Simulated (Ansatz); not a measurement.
Geometry optimisation, RKS LDA/def2-SVP in Ansatz 0.2.0.

Input file:

```yaml
crystal:
  periodic: [false, false, false]
  atoms:
    - { symbol: F, position_ang: [-1.7045, 1.3705, 0.8038] }
    - { symbol: Si, position_ang: [-0.1988, 1.0767, 0.5629] }
    - { symbol: Si, position_ang: [0.4045, -0.8497, 1.7162] }
    - { symbol: C, position_ang: [0.2723, 1.2006, -1.1572] }
    - { symbol: Si, position_ang: [-0.3263, -0.3623, -1.8409] }
    - { symbol: H, position_ang: [0.3652, -0.5762, 3.1932] }
    - { symbol: H, position_ang: [1.8771, -1.1886, 1.4094] }
    - { symbol: H, position_ang: [-0.3996, -1.9939, 1.4027] }
    - { symbol: H, position_ang: [-0.2806, 2.0626, -1.5907] }
    - { symbol: H, position_ang: [0.1579, 0.3219, -3.01181] }
    - { symbol: H, position_ang: [-1.7758, -0.7027, -1.6883] }
    - { symbol: H, position_ang: [0.584, -1.4803, -1.4622] }
basis:
  gaussian: { orbitals: def2-SVP }
hamiltonian:
  xc: lda
relax:
  f_tol: 0.02
  max_steps: 50
output:
  orbitals: {}
```

Command:

```bash
$ ansatz run input.yaml --threads 2 --pin off --max-ram 3072MiB --backend cpu --events-out ev --progress --plain --runs-dir out
```

Question: Where does it end, and by what steps?

Answer: The run converged. After 14 steps the energy has fallen by 2.545 eV; F1 moved furthest, 1.56 Å.

| step | energy less start (eV) | largest force component (eV/Å) | accepted |
| --- | --- | --- | --- |
| 0 | 0.0000 | 2.989 | yes |
| 1 | -1.0131 | 2.217 | yes |
| 2 | -1.5087 | 0.730 | yes |
| 3 | -1.7414 | 0.992 | yes |
| 4 | -1.9285 | 0.873 | yes |
| 5 | -2.0944 | 0.689 | yes |
| 6 | -2.2440 | 0.578 | yes |
| 7 | -2.3797 | 0.485 | yes |
| 8 | -2.4735 | 0.383 | yes |
| 9 | -2.5293 | 0.197 | yes |
| 10 | -2.5196 | 0.455 | no |
| 11 | -2.5408 | 0.078 | yes |
| 12 | -2.5437 | 0.074 | yes |
| 13 | -2.5451 | 0.043 | yes |
| 14 | -2.5454 | 0.018 | yes |

```xyz
12
Properties=species:S:1:pos:R:3
F -0.705 2.180 1.681
Si -0.385 0.985 0.630
Si 0.412 -0.904 1.718
C -0.635 1.144 -1.049
Si -0.211 -0.330 -2.057
H 0.458 -0.574 3.186
H 1.793 -1.243 1.230
H -0.514 -2.065 1.482
H -1.022 2.072 -1.508
H 0.879 -0.076 -3.071
H -1.390 -0.914 -2.799
H 0.296 -1.399 -1.106
```

Whether the end is a true minimum wasn't checked by a vibrational analysis.

The run took 13 s on 2 threads of Intel(R) Xeon(R) 6975P-C (Granite Rapids), on a shared host, peak memory 0.17 GiB.
